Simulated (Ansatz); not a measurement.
H$_{5}$InO$_{3}$S at its PBE0-D4/def2-TZVP geometry, where that method's forces vanish. Total charge 0; spin multiplicity 1. In: def2 effective core potential. The bonds changed during the relaxation, so this is another structure than the one it started from.

```xyz
10

O     0.4919    1.7360    0.7597
In    0.3770   -0.2169    0.2724
O    -0.4031   -1.3295    1.7160
O    -1.3819    0.8385   -0.8477
S     1.6789   -0.9966   -1.5693
H     0.5165    1.9108    1.7024
H    -0.2337   -2.2675    1.6071
H    -1.0655    1.6635   -0.4263
H     1.2781   -2.2696   -1.4163
H    -1.2583    0.9314   -1.7979
```

Q: What forces (eV/Å) does r2SCAN-D4/def2-TZVPP give on these atoms in the Gaussian-basis code of Ansatz? (An estimate is asked.)

A: Ansatz gave: 
```
O1  -0.004  0.108 -0.029
In2  0.028 -0.032 -0.074
O3  -0.094  0.006  0.131
O4  -0.067 -0.069  0.046
S5   0.062 -0.005 -0.082
H6   0.012 -0.002  0.063
H7   0.022 -0.059 -0.024
H8   0.025  0.030 -0.027
H9  -0.010 -0.007  0.015
H10  0.026  0.031 -0.019
```
